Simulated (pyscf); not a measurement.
H₃C–GaH–NH₂, singlet

Gas-phase minimum from PySCF at ωB97X-D3(BJ)/def2-SVP, one conformer. 

```
Ga
N 1 1.8160
H 2 1.0135 1 124.39
H 2 1.0138 3 111.27 1 -179.88
H 1 1.5666 2 116.02 3 0.05
C 1 1.9629 5 125.48 2 -179.98
H 6 1.1009 1 112.02 5 -179.89
H 6 1.1023 7 108.30 1 -122.16
H 6 1.1023 7 108.29 8 -115.73
```
Charge 0, spin multiplicity 1.

Properties at ωB97X-D3(BJ)/def2-SVP:

```json
{
 "harmonic_wavenumbers_unscaled": "71, 164, 333, 374, 547, 550, 587, 715, 722, 759, 776, 1244, 1444, 1445, 1538, 2001, 3065, 3160, 3175, 3626, 3727 cm⁻¹",
 "zero_point_energy": "42.9 kcal/mol",
 "rotational_symmetry_number": "1",
 "Entropy of this conformer at 298 K and 1 atm, rigid rotor and harmonic oscillator, modes under 100 cm⁻¹ raised to 100": "313.3 J/(mol K)",
 "dipole_moment": "0.97 D"
}
```

Single-point totals, which compare only within one level (frozen core for MP2 and CC):

| level | total energy (hartree) |
|---|---|
| ωB97X-D3(BJ)/def2-TZVP | -2021.39000 |
| PBE/def2-TZVP | -2020.95498 |
| r²SCAN/def2-TZVP | -2021.30957 |
| B3LYP-D3(BJ)/def2-TZVP | -2021.44552 |
| PBE0-D3(BJ)/def2-TZVP | -2021.01169 |
| M06-2X/def2-TZVP | -2021.32394 |
| ωB97M-D3(BJ)/def2-TZVP | -2021.42872 |
| HF/def2-TZVPP | -2019.11601 |
| MP2/def2-TZVPP | -2019.75186 |
| CCSD/def2-TZVPP | -2019.77358 |
| CCSD(T)/def2-TZVPP | -2019.79900 |

Soft torsions are taken as harmonic, which can shift the entropy by several J/(mol K). The CCSD(T) − MP2 part came from Ansatz, without density fitting, on the same reference. The frozen core leaves the outer d or s,p core shells of the metals and heavy elements correlated in the MP2 and CC values, and def2-TZVPP describes them poorly, so these totals are far from the basis limit. Elements up to Kr have no core potential and no relativistic terms here.
